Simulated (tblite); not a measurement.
Species: C₅H₁₀OSSi.
Atom-mapped SMILES: `[CH2:1]=[CH:2][CH2:3][C@@H:4]1[CH2:5][O:6][SiH2:7][S:8]1` (hydrogens: H9, H10 on C1; H11 on C2; H12, H13 on C3; H14 on C4; H15, H16 on C5; H17, H18 on Si7)

Structure used (GFN2-xTB), in Å, numbered top down from 1:
```xyz
18
C5H10OSSi angstrom
C      2.703    0.883    0.075
C      1.664    0.439    0.757
C      1.072   -0.926    0.602
C     -0.405   -0.888    0.215
C     -0.648   -0.135   -1.089
O     -2.005    0.164   -1.251
Si    -2.878    0.528    0.071
S     -1.429   -0.091    1.522
H      3.107    1.869    0.226
H      3.204    0.271   -0.658
H      1.174    1.064    1.492
H      1.617   -1.488   -0.161
H      1.158   -1.460    1.553
H     -0.789   -1.909    0.125
H     -0.066    0.794   -1.089
H     -0.338   -0.745   -1.943
H     -3.095    1.956    0.222
H     -4.054   -0.319    0.039
```

Computed with GFN2-xTB (tblite): harmonic, unscaled wavenumbers at the GFN2-xTB geometry, gas phase. Against measured fundamentals such values can be off by several per cent, at times by over 20. Modes of hydrogen on silicon can be 10 to 20 % off. One conformer, not necessarily the lowest.

Harmonic wavenumbers (cm⁻¹): 52.0, 78.2, 84.2, 154.2, 219.4, 258.5, 330.8, 407.9, 465.3, 478.6, 511.8, 545.3, 573.5, 644.9, 671.2, 697.0, 778.1, 809.7, 886.2, 905.5, 916.7, 982.6, 1025.8, 1043.2, 1062.1, 1114.6, 1146.0, 1188.3, 1197.7, 1222.4, 1261.7, 1278.4, 1316.9, 1331.8, 1416.7, 1455.9, 1480.7, 1719.3, 2346.6, 2373.4, 2919.3, 2934.7, 2949.9, 2960.2, 2968.0, 3070.5, 3094.2, 3125.7.

A = 2778, B = 936.0, C = 829.3 MHz; mass 146.022 u (most abundant isotopes); point group C1, symmetry number 1.

What is the zero-point energy?

Half the sum of the wavenumbers: 30228 cm⁻¹ = 361.61 kJ/mol.

Give the ideal-gas entropy at 400 K and 1 bar in the rigid-rotor, harmonic-oscillator model (classical rotation).

Translation 177.12, rotation 126.63, vibration 153.67: S = 457.4 J/(mol K).

And Cp and H(400 K) − H(0)?

Cp = 197.98 J/(mol K), of which vibrations give 164.73 (their classical limit is 48 R = 399.1); H(400 K) − H(0) = 45.77 kJ/mol without the zero-point energy, 32.47 from vibrations.

Blend soft modes into free rotors: weight 1/[1 + (100 cm⁻¹/ν̃)⁴] for the oscillator and the rest for a rotor with moment μB/(μ + B), μ = h/(8π²ν), B = 10⁻⁴⁴ kg m². What vibrational entropy results?

141.09 J/(mol K) in place of 153.67, which changes −T·S at 400 K by +5.03 kJ/mol.

Which modes carry the vibrational entropy at 400 K?

52.0 cm⁻¹: 22.27; 78.2 cm⁻¹: 18.89; 84.2 cm⁻¹: 18.28; 154.2 cm⁻¹: 13.32; 219.4 cm⁻¹: 10.50; 258.5 cm⁻¹: 9.21 J/(mol K); the other 42 give 61.21 together.

Hindered rotation and anharmonicity are outside this model. Other conformers, if any are populated, would add a mixing term that is left out. The structure is chiral; the term R ln 2 for an equal mix with its mirror image is left out.
